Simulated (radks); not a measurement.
Values are calculated unless marked as measured or tabulated.
Spin polarisation of the 5d1 shell in La. Start: [Xe] 5d(up 0.5, down 0.5) 6s2; electrons of 5d are moved from spin down to spin up, other shells keep equal spins. Code: a radial shooting solver on a logarithmic mesh with Libxc functionals. Model: scalar-relativistic Kohn-Sham, PBE, spin-polarised, spherical densities, finite nucleus; Fermi nuclear charge, rms radius of each element as measured or else 0.836 A^(1/3) + 0.57 fm.

moment (Bohr magnetons)  E - E(0) (eV)  e(5d up) (eV)  e(5d down) (eV)  6s down minus up (eV)  5p down minus up (eV)  5s down minus up (eV)
0                                0.000         -3.091           -3.091                  0.000                 0.000                  0.000
0.25                            -0.008         -3.150           -3.028                  0.078                  0.102                  0.074
0.5                             -0.030         -3.206           -2.962                  0.156                  0.204                  0.148
0.75                            -0.068         -3.258           -2.893                  0.233                  0.306                  0.223
1                               -0.122         -3.306           -2.821                  0.311                  0.408                  0.297

At moment 1 the spin-polarisation energy is -0.122 eV and the 5d exchange splitting 0.486 eV, that is 0.486 eV per Bohr magneton; E = -I m^2/4 would give I = 0.486 eV.
